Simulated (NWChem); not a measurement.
System: BaBrF; SMILES [F][Ba][Br]

```xyz
3

Ba    -0.3040    -0.8875     0.0000
F      1.3309    -2.3955     0.0000
Br     0.1442     2.0360     0.0000
```
Atoms are numbered in this order, from 1.

Structure relaxed at the PBE0/def2-SVP level. def2 effective core potentials on Ba; no spin-orbit coupling.

Symmetry labels are those of Cs in the frame above (b1 and b2, or b-type labels, depend on it).

Task: List the 4 lowest vertical singlet excitations from Hartree-Fock/def2-SVPD with def2 effective core potentials on Ba, TDHF (NWChem).

Result: 
```csv
state,energy (eV),oscillator strength,symmetry,leading excitation (squared amplitude)
S1,5.71,0.033,a',HOMO → LUMO (0.74)
S2,5.73,0.044,a",HOMO−1 → LUMO (0.73)
S3,5.99,0.022,a',HOMO−2 → LUMO (0.73)
S4,6.84,0.002,a",HOMO → LUMO+1 (0.67)
```
